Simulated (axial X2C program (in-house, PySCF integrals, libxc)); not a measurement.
# Spin–orbit effects down a group: molecules with Ca, HF

All values come from calculations with an in-house relativistic program for diatomic molecules, spin-free (one-electron X2C) or two-component (2c: spin–orbit coupling with atomic mean-field Coulomb and Gaunt terms, which also bring small scalar terms), in Dyall basis sets with cores contracted in-house; open shells are unrestricted.

Basis sets: Ca dyall-cv3z, H dyall-v3z, Li dyall-cv3z, Na dyall-cv3z.

| molecule | spin-free state | Re (Å) | ωe (cm⁻¹) | De (eV) | 2c state | Re 2c (Å) | ωe 2c (cm⁻¹) | De 2c (eV) |
| --- | --- | --- | --- | --- | --- | --- | --- | --- |
| CaH | M_S = 1/2, Λ = 0 | 2.050 | 1298.9 | 1.51 | Ω = 1/2 | 2.050 | 1298.8 | 1.51 |
| LiCa | M_S = 1/2, Λ = 0 | 3.633 | 149.5 | 0.12 | Ω = 1/2 | 3.633 | 149.4 | 0.12 |
| NaCa | M_S = 1/2, Λ = 0 | 4.058 | 66.5 | 0.06 | Ω = 1/2 | 4.059 | 66.4 | 0.06 |

(1) Work out the shifts from the spin-free to the two-component result.

Each entry is the lowest single determinant of a limited PBE0 search at one distance. De goes to single-determinant-based atoms at the same level (for ions the charge split of lowest energy) and is withheld (n/a) where an atom does not fit its ground term or J level. Main or longest-lived isotopes. One determinant is a doubtful description, or other states lie close, for LiCa, NaCa; these need not be ground states, and all values refer to the states named.

## Answers

(1) 

```
molecule  2c state  ΔRe (Å)  Δωe (cm⁻¹)  ΔDe (eV)
     CaH   Ω = 1/2    0.000        -0.1      0.00
    LiCa   Ω = 1/2    0.000        -0.1      0.00
    NaCa   Ω = 1/2    0.001        -0.1      0.00
```

Shifts of one unit in the last digit are rounding.
